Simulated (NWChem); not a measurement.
System meant: ZrCl₂F₂; SMILES [F][Zr]([F])([Cl])[Cl]

The following NWChem deck was run.

```
start job
memory heap 200 mb stack 900 mb global 1100 mb
geometry units angstroms noautoz
  Zr     0.000000     0.000000     0.237619
  F      0.000000     1.529765     1.338062
  F      0.000000    -1.529765     1.338062
  Cl     1.918145     0.000000    -1.096198
  Cl    -1.918145     0.000000    -1.096198
end
basis spherical
  * library def2-svp
end
ecp
  Zr library def2-ecp
end
dft
  xc pbe0
  iterations 4
  mulliken
end
task dft energy
```

End of the output:

```
    Atom       Charge   Shell Charges
 -----------   ------   -------------------------------------------------------
    1 Zr  12    11.98   0.00  0.93  0.97  0.33  0.11  5.39  1.04  0.31  1.54  1.07  0.29
    2 F    9     9.13   1.98  1.03  0.76  3.20  2.16  0.00
    3 F    9     9.13   1.98  1.03  0.76  3.20  2.16  0.00
    4 Cl  17    16.88   2.00  1.96  1.03  0.74  5.82  2.25  3.06  0.01
    5 Cl  17    16.88   2.00  1.96  1.03  0.74  5.82  2.25  3.06  0.01

 center of mass
 --------------
 x =   0.00000000 y =   0.00000000 z =   0.03300039

 moments of inertia (a.u.)
 ------------------
         878.358818115212           0.000000000000           0.000000000000
           0.000000000000        1479.729654992459           0.000000000000
           0.000000000000           0.000000000000        1236.444541122018

     Multipole analysis of the density
     ---------------------------------

     L   x y z        total         alpha         beta         nuclear
     -   - - -        -----         -----         ----         -------
     0   0 0 0      0.000000    -32.000000    -32.000000     64.000000

     1   1 0 0     -0.000000     -0.000000     -0.000000      0.000000
     1   0 1 0      0.000000      0.000000      0.000000      0.000000
     1   0 0 1      0.032742      7.361351      7.361351    -14.689960

     2   2 0 0    -44.503207   -245.613692   -245.613692    446.724176
     2   1 1 0      0.000000      0.000000      0.000000      0.000000
     2   1 0 1      0.000000      0.000000      0.000000      0.000000
     2   0 2 0    -44.844014    -97.634437    -97.634437    150.424860
     2   0 1 1      0.000000      0.000000      0.000000      0.000000
     2   0 0 2    -44.621678   -152.719955   -152.719955    260.818232

 ------------------------------------------------------------------------
 dft energy failed                                                                                  0
 ------------------------------------------------------------------------
 ------------------------------------------------------------------------
  current input line :
    21: task dft energy
 ------------------------------------------------------------------------
 ------------------------------------------------------------------------
 This type of error is most commonly associated with calculations not reaching convergence criteria
 ------------------------------------------------------------------------
 For more information see the NWChem manual at https://nwchemgit.github.io

0:dft energy failed:Received an Error in Communication
```

Question: Can this run be used? If not, why, and what is the fix?

Answer: Convergence was not reached. Cause: the SCF was allowed too few iterations. This input runs:
```
start job
memory heap 200 mb stack 900 mb global 1100 mb
geometry units angstroms noautoz
  Zr     0.000000     0.000000     0.237619
  F      0.000000     1.529765     1.338062
  F      0.000000    -1.529765     1.338062
  Cl     1.918145     0.000000    -1.096198
  Cl    -1.918145     0.000000    -1.096198
end
basis spherical
  Zr library def2-svp
  F library def2-svp
  Cl library def2-svp
end
ecp
  Zr library def2-ecp
end
dft
  xc pbe0
  iterations 150
  mulliken
end
task dft energy
```
It converges to -1166.52459 Ha (PBE0/def2-SVP with def2 effective core potentials on Zr).
